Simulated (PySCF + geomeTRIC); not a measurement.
Species: C2H4Si2, SMILES `[SiH2]=C=C=[SiH2]` (charge 0, multiplicity 1).

Q: Give a relaxed geometry from PBE0-D4/def2-TZVP run with PySCF + geomeTRIC.

A: the end point of this relaxation (outside a Z-matrix the atoms follow the SMILES, hydrogens last).
Cartesian coordinates (Å) in one orientation:
```xyz
8

Si     2.306     0.275    -0.282
C      0.624     0.041    -0.063
C     -0.624    -0.041     0.062
Si    -2.306    -0.275     0.282
H      3.140     0.726     0.844
H      2.972    -0.251    -1.486
H     -2.971     0.251     1.486
H     -3.141    -0.725    -0.844
```
